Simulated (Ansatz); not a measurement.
Total energies of [closo-1,2-(F)2B6H4]2- (B6H4F2²⁻) from Ansatz at PBE0-D4/def2-TZVPD, gas phase (1 Eh = 27.2114 eV = 2625.5 kJ/mol). The reference geometry is relaxed at PBE-D4/def2-SVPD.

```xyz
12

B     0.264   -1.126    0.341
B     1.044    0.424    0.531
B    -0.619    0.208    1.014
B    -0.254    1.160   -0.386
B     0.633   -0.179   -1.061
B    -1.034   -0.397   -0.570
F     0.559   -2.465    0.782
H     2.070    0.826    1.081
F    -1.351    0.420    2.236
H    -0.509    2.302   -0.756
H     1.258   -0.366   -2.101
H    -2.063   -0.807   -1.109
```

```
            state                     geometry  energy (Eh)
charge -2 singlet                    reference   -351.04765
charge -1 doublet                    reference   -351.10027
charge -1 doublet  relaxed at PBE-D4/def2-SVPD   -351.11330
```

A multiply charged anion in the gas phase is held together partly by the finite basis. Removing one electron lowers the energy by 1.43 eV at PBE0-D4/def2-TZVPD, so it isn't bound.

(1) Work out the vertical ionisation energy to the doublet.

(2) How much does the charge -1 doublet relax, and what is the adiabatic ionisation energy?

(1) E(charge -1 doublet) − E(charge -2 singlet) = -351.10027 − (-351.04765) = -0.05262 Eh = -1.43 eV. For comparison, −ε of the highest occupied level is -3.15 eV at this level, 1.72 eV less.

(2) Relaxation: -351.10027 − (-351.11330) = 0.01303 Eh = 0.35 eV. Adiabatic ionisation energy: -0.06565 Eh = -1.79 eV, without zero-point energy. 

At PBE0-D4/def2-TZVPD the highest occupied level of the charge -2 singlet lies above zero (up to 3.15 eV). By energy differences it is unbound by 1.43 eV (vertical, against the charge -1 doublet, at PBE0-D4/def2-TZVPD) and held by the finite basis.
